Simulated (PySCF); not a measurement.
**Simulated absorption spectrum**

C5H7O2PSi.
InChI=1S/C5H7O2PSi/c1-3(6)4-5(9)8-2-7-4/h2H,1,9H3

Computed, not measured: PySCF, TDDFT CAM-B3LYP/def2-SVPD, vertical, gas phase, core orbitals frozen in the response. Geometry: GFN2-xTB, one conformer, isolated molecule. Torsions of this conformer, `[CH3:1][C:2](=[O:3])[c:4]1[o:5][cH:6][p:7][c:8]1[SiH3:9]`: C1–C2–C4–O5 0°.

Computed states:

```
state  E (eV)       f
   S1    4.09  0.0000
   S2    4.70   0.182
   S3    5.36   0.018
   S4    5.45  0.0025
   S5    5.90   0.242
   S6    6.21  0.0024
   S7    6.41  0.0087
   S8    6.56   0.121
```

Each state is given a Gaussian of 0.3 eV full width at half maximum, with ε(max) = 2.175×10⁸ f / Δν̃ (Δν̃ the width in cm⁻¹). The width is an assumption, not a result. The curve ends short of the highest state used, and states not computed would add to its high-energy end.

Question: Give the broadened spectrum and its maxima.

Answer: 
```json
{"λ (nm)": "208.2", "ε (L mol⁻¹ cm⁻¹)": "19835"}
{"λ (nm)": "211.2", "ε (L mol⁻¹ cm⁻¹)": "21230"}
{"λ (nm)": "214.3", "ε (L mol⁻¹ cm⁻¹)": "14613"}
{"λ (nm)": "217.4", "ε (L mol⁻¹ cm⁻¹)": "6707"}
{"λ (nm)": "220.5", "ε (L mol⁻¹ cm⁻¹)": "2343"}
{"λ (nm)": "223.6", "ε (L mol⁻¹ cm⁻¹)": "1182"}
{"λ (nm)": "226.7", "ε (L mol⁻¹ cm⁻¹)": "1399"}
{"λ (nm)": "229.8", "ε (L mol⁻¹ cm⁻¹)": "1739"}
{"λ (nm)": "232.9", "ε (L mol⁻¹ cm⁻¹)": "1651"}
{"λ (nm)": "236.0", "ε (L mol⁻¹ cm⁻¹)": "1175"}
{"λ (nm)": "239.1", "ε (L mol⁻¹ cm⁻¹)": "647"}
{"λ (nm)": "242.1", "ε (L mol⁻¹ cm⁻¹)": "342"}
{"λ (nm)": "245.2", "ε (L mol⁻¹ cm⁻¹)": "405"}
{"λ (nm)": "248.3", "ε (L mol⁻¹ cm⁻¹)": "1141"}
{"λ (nm)": "251.4", "ε (L mol⁻¹ cm⁻¹)": "3048"}
{"λ (nm)": "254.5", "ε (L mol⁻¹ cm⁻¹)": "6464"}
{"λ (nm)": "257.6", "ε (L mol⁻¹ cm⁻¹)": "10879"}
{"λ (nm)": "260.7", "ε (L mol⁻¹ cm⁻¹)": "14746"}
{"λ (nm)": "263.8", "ε (L mol⁻¹ cm⁻¹)": "16332"}
{"λ (nm)": "266.9", "ε (L mol⁻¹ cm⁻¹)": "14987"}
{"λ (nm)": "270.0", "ε (L mol⁻¹ cm⁻¹)": "11540"}
{"λ (nm)": "273.0", "ε (L mol⁻¹ cm⁻¹)": "7669"}
{"λ (nm)": "276.1", "ε (L mol⁻¹ cm⁻¹)": "4327"}
{"λ (nm)": "279.2", "ε (L mol⁻¹ cm⁻¹)": "2118"}
{"λ (nm)": "282.3", "ε (L mol⁻¹ cm⁻¹)": "908"}
{"λ (nm)": "285.4", "ε (L mol⁻¹ cm⁻¹)": "344"}
{"λ (nm)": "288.5", "ε (L mol⁻¹ cm⁻¹)": "117"}
{"λ (nm)": "291.6", "ε (L mol⁻¹ cm⁻¹)": "36"}
{"λ (nm)": "294.7", "ε (L mol⁻¹ cm⁻¹)": "11"}
{"λ (nm)": "297.8", "ε (L mol⁻¹ cm⁻¹)": "5"}
{"λ (nm)": "300.9", "ε (L mol⁻¹ cm⁻¹)": "3"}
{"λ (nm)": "303.9", "ε (L mol⁻¹ cm⁻¹)": "3"}
{"λ (nm)": "307.0", "ε (L mol⁻¹ cm⁻¹)": "3"}
{"λ (nm)": "310.1", "ε (L mol⁻¹ cm⁻¹)": "2"}
{"λ (nm)": "313.2", "ε (L mol⁻¹ cm⁻¹)": "2"}
{"λ (nm)": "316.3", "ε (L mol⁻¹ cm⁻¹)": "1"}
{"λ (nm)": "319.4", "ε (L mol⁻¹ cm⁻¹)": "1"}
{"λ (nm)": "322.5", "ε (L mol⁻¹ cm⁻¹)": "0"}
{"λ (nm)": "325.6", "ε (L mol⁻¹ cm⁻¹)": "0"}
{"λ (nm)": "328.7", "ε (L mol⁻¹ cm⁻¹)": "0"}
{"λ (nm)": "331.7", "ε (L mol⁻¹ cm⁻¹)": "0"}
{"λ (nm)": "334.8", "ε (L mol⁻¹ cm⁻¹)": "0"}
{"λ (nm)": "337.9", "ε (L mol⁻¹ cm⁻¹)": "0"}
{"λ (nm)": "341.0", "ε (L mol⁻¹ cm⁻¹)": "0"}
```

Maxima: 264 nm (4.70 eV), ε about 16000, made up of S2 (100%); 231 nm (5.37 eV), ε about 1800, made up of S3 (89%) and S4 (11%); 210 nm (5.90 eV), ε about 22000, made up of S5 (100%) (ε in L mol⁻¹ cm⁻¹; maxima over ε = 5, shares over 10%).

Question: What would ε be at 5.90 eV, the highest of these maxima, with half the width (0.15 eV)?

Answer: About 43600 L mol⁻¹ cm⁻¹ against 21800, a factor of about 2.00; a lone state at its own centre would give exactly 2.

Question: On this curve, what absorbance would a 10⁻⁴ mol/L sample give at 248 nm over a 1 cm path?

Answer: 248 nm is 4.999 eV, where ε is about 1000 L mol⁻¹ cm⁻¹, so A = ε c l ≈ 0.1 (Beer–Lambert, with the gas-phase spectrum and the assumed width).

Question: Coming from long wavelengths, where does ε first pass 100 L mol⁻¹ cm⁻¹?

Answer: At about 289 nm (4.29 eV), 0.21 eV above S1.
